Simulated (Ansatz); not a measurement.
Geometry optimisation, RKS PBE/def2-SVP in Ansatz.

Input:

```yaml
crystal:
  periodic: [false, false, false]
  atoms:
    - { symbol: Ga, position_ang: [0.312998, -0.000321, -0.083708] }
    - { symbol: O, position_ang: [0.860607, -0.135439, 1.612514] }
    - { symbol: H, position_ang: [0.202337, -0.229602, 2.328763] }
    - { symbol: H, position_ang: [1.827774, 0.094612, -0.414024] }
    - { symbol: H, position_ang: [-1.158416, -0.010649, -0.615144] }
basis:
  gaussian: { orbitals: def2-SVP }
hamiltonian:
  xc: pbe
relax:
  f_tol: 0.03
  max_steps: 50
```

Launched with:

```bash
$ ansatz run input.yaml --threads 1 --pin off --max-ram 2048MiB --backend cpu --events-out ev --progress --plain --runs-dir out
```

**Question.** Where does it end, and by what steps?

**Answer.** The run converged. After 4 steps the energy has fallen by 0.387 eV; H4 moved furthest, 0.40 Å.

```
step  energy less start (eV)  largest force component (eV/Å)  accepted
   0                  0.0000                           1.225       yes
   1                 -0.2775                           0.503       yes
   2                 -0.3655                           0.310       yes
   3                 -0.3786                           0.286       yes
   4                 -0.3873                           0.029       yes
```

```xyz
5
Properties=species:S:1:pos:R:3
Ga 0.477 -0.003 0.017
O 0.798 -0.147 1.789
H -0.014 -0.244 2.321
H 1.804 0.128 -0.808
H -1.020 -0.015 -0.491
```

Whether the end is a true minimum wasn't checked by a vibrational analysis.

Time of the run: 6.5 s on 1 thread of Arm Neoverse V1, on a shared host, peak memory 0.1 GiB.
